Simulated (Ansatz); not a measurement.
Start from `BC/C(C)=C\F` and change one atom or group (the configuration at the double bond changes too) to get `C/[C]([AlH2])=C\F`.

Ansatz, PBE0-D4/def2-TZVP geometries, multiplicity 1. Each molecule was computed in one conformer, which needn't be the lowest.

```
                                      property  `BC/C(C)=C\F`
size of the dipole moment (PBE/def2-TZVPP) / D           2.24
           HOMO energy (B3LYP/def2-TZVPP) / eV          -7.10
           LUMO energy (B3LYP/def2-TZVPP) / eV          -1.09
          HOMO–LUMO gap (PBE0/def2-TZVPP) / eV           6.43
         HOMO–LUMO gap (B3LYP/def2-TZVPP) / eV           6.02
       HOMO–LUMO gap (ωB97M-V/def2-TZVPP) / eV          10.57
```

Q: Give the same properties after the change, and the shifts. (Estimate.)

A: Ansatz gave: 
| property | `C/[C]([AlH2])=C\F` | shift |
| --- | --- | --- |
| size of the dipole moment (PBE/def2-TZVPP) / D | 0.45 | -1.79 |
| HOMO energy (B3LYP/def2-TZVPP) / eV | -7.31 | -0.21 |
| LUMO energy (B3LYP/def2-TZVPP) / eV | -1.77 | -0.68 |
| HOMO–LUMO gap (PBE0/def2-TZVPP) / eV | 5.97 | -0.46 |
| HOMO–LUMO gap (B3LYP/def2-TZVPP) / eV | 5.54 | -0.48 |
| HOMO–LUMO gap (ωB97M-V/def2-TZVPP) / eV | 9.82 | -0.75 |

With PBE0 the HOMO falls by 0.22 eV and the LUMO falls by 0.68 eV, so the gap narrows by about 0.46 eV. PBE moves the HOMO by -0.18 eV and ωB97M-V by -0.26 eV. Dipoles are sizes alone; their direction can turn.

B3LYP here is the variant with VWN-RPA as its local correlation; programs differ in this.
